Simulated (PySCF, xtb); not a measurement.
Si(F)(Br)(OH)(NH2) (BrFH3NOSi), SMILES O[Si](Br)(F)N. The values are those of a single conformer.

Harmonic wavenumbers (cm⁻¹) from xtb 6.7.1 with GFN2-xTB at its own minimum, in rising order: 146, 153, 205, 224, 237, 258, 289, 447, 526, 770, 794, 835, 934, 1007, 1507, 3503, 3536, 3683.

Task: What does PBE-D3(BJ)/def2-SVP (PySCF) give at its own minimum? (An estimate is asked for; the answer gives what the named calculation found.)

Result: 154, 176, 202, 251, 259, 309, 373, 434, 478, 765, 798, 855, 913, 966, 1490, 3488, 3583, 3739. Paired by order, the mean absolute difference is 28 cm⁻¹ and the zero-point energies are 27.2 and 27.5 kcal/mol.
